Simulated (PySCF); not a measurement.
SeFI, SMILES [Se](F)I.

The structure is a stationary point at B3LYP-D3(BJ)/def2-TZVP. The def2 effective core potentials stand for the cores of I; spin–orbit coupling is left out.

Level of theory: PySCF with B3LYP-D3(BJ)/def2-TZVP.

Frequencies are harmonic and unscaled.

| mode | ν (cm⁻¹) | IR (km/mol) | moving atoms (share of kinetic energy) |
|---|---|---|---|
| 1 | 161 | 1.5 | F 74 %, I 17 %, Se 9 % |
| 2 | 255 | 9.9 | Se 65 %, I 32 % |
| 3 | 638 | 88.6 | F 81 %, Se 19 % |
